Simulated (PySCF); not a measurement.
**How methods differ on the excitation energy of Te**

Te [Kr] 4d10 5s2 5p4 (3P) → Te [Kr] 4d10 5s1 5p5 (3P), as a difference of total energies. Calculation: PySCF 2.14, in aug-cc-pVQZ-PP with one added diffuse shell each of s, p, d, f, g type with ECP28MDF (8s8p6d4f3g, 117 functions); scalar relativity through the core potential. Correlated levels: valence: 4s2 4p6 4d10 frozen. The calculations carry no spin-orbit coupling.

| method | excitation energy (eV) |
| --- | --- |
| UHF | 9.987 |
| LDA | 9.382 |
| PBE | 9.268 |
| PBE0 | 9.480 |
| r2SCAN | 9.359 |
| M06-2X | 9.260 |
| wB97X | 9.739 |
| wB97X-V | 9.708 |
| MP2 (valence) | 9.186 |
| SCS-MP2 (valence) | 9.084 |

Q: How much does correlation contribute at MP2 (valence)?

A: 9.186 − (9.987) = -0.801 eV, measured against UHF.

The upper state lies above the first ionisation limit, where it may autoionise and the basis confines it.
